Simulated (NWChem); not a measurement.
Molecule: CH$_{8}$OSi$_{2}$; SMILES C[SiH2]O[SiH3]

```xyz
12

Si    -0.1020    -2.0579     0.0000
O     -0.2287    -0.4085     0.0000
Si     0.5570     1.0571     0.0000
C     -0.7107     2.4243     0.0000
H      0.6312    -2.5293    -1.2147
H      0.6312    -2.5293     1.2147
H     -1.4750    -2.6381     0.0000
H      1.4295     1.1480     1.2128
H      1.4295     1.1480    -1.2128
H     -0.2148     3.4079     0.0000
H     -1.3531     2.3631    -0.8918
H     -1.3531     2.3631     0.8918
```
Atoms are numbered in this order, from 1.

Results from NWChem. Pople sets run with spherical d functions. Structure relaxed at the PBE0/def2-SVP level.

### Question
Order these runs by computing time, cheapest first, and give rough ratios: PBE0/6-311++G**; PBE0/STO-3G; PBE0/6-31G*.

### Answer
PBE0/STO-3G (1), PBE0/6-31G* (4), PBE0/6-311++G** (10). Ratios are rough, from one shared machine; the cheapest took roughly 3 core-seconds. What differs between the cheapest and the dearest: highest occupied level (eV) -3.81 → -8.50; orbital gap (eV) 10.11 → 8.29; dipole (D) 0.34 → 0.53.
